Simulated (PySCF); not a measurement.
# Electron correlation in N⁺ (nitrogen, charge +1)

[He] 2s2 2p2, high-spin 3P determinant. All numbers are calculated (PySCF 2.14, scalar relativity by spin-free X2C-1e, in aug-cc-pCVTZ-DK with one added diffuse shell each of s, p, d, f type (8s7p5d3f, 75 functions)). Frozen: 1s2; 4 electrons correlated.

```
  level  correlation energy (mhartree)
   CCSD                         -94.69
    (T)                          -1.68
CCSD(T)                         -96.37
```

Diagnostics: T1 = 0.0066, D1 = 0.0128, largest double amplitude 0.118.

Cost of the coupled-cluster step: of the order of 7 core-seconds, for 4 correlated electrons.

Iterations:

```
CC2 = 0
CCSD nocc = (np.int64(3), np.int64(1)), nmo = (74, 74)
frozen orbitals [[0], [0]]
max_cycle = 100
direct = 0
conv_tol = 1e-08
conv_tol_normt = 1e-06
diis_space = 8
diis_start_cycle = 0
Init t2, MP2 energy = -0.0740774822999312
Init E_corr(UCCSD) = -0.0740774823097046
cycle = 1  E_corr(UCCSD) = -0.0876153204404756  dE = -0.0135378381  norm(t1,t2) = 0.0399846
cycle = 2  E_corr(UCCSD) = -0.0916457271265985  dE = -0.00403040669  norm(t1,t2) = 0.0178856
cycle = 3  E_corr(UCCSD) = -0.094738737911497  dE = -0.00309301078  norm(t1,t2) = 0.00895322
cycle = 4  E_corr(UCCSD) = -0.0946726420027335  dE = 6.60959088e-05  norm(t1,t2) = 0.00102416
cycle = 5  E_corr(UCCSD) = -0.0946896843527714  dE = -1.704235e-05  norm(t1,t2) = 0.000159583
cycle = 6  E_corr(UCCSD) = -0.0946857259013054  dE = 3.95845147e-06  norm(t1,t2) = 2.30969e-05
cycle = 7  E_corr(UCCSD) = -0.0946869401526562  dE = -1.21425135e-06  norm(t1,t2) = 5.33994e-06
cycle = 8  E_corr(UCCSD) = -0.0946868609283083  dE = 7.92243479e-08  norm(t1,t2) = 1.44194e-06
cycle = 9  E_corr(UCCSD) = -0.0946868017452296  dE = 5.91830788e-08  norm(t1,t2) = 3.81211e-07
cycle = 10  E_corr(UCCSD) = -0.0946868223195736  dE = -2.0574344e-08  norm(t1,t2) = 9.17333e-08
cycle = 11  E_corr(UCCSD) = -0.0946868199201706  dE = 2.39940293e-09  norm(t1,t2) = 1.60477e-08
UCCSD converged
E(UCCSD) = -54.01479425952763  E_corr = -0.09468681992017063
UCCSD(T) correction = -0.00168456313098744
```
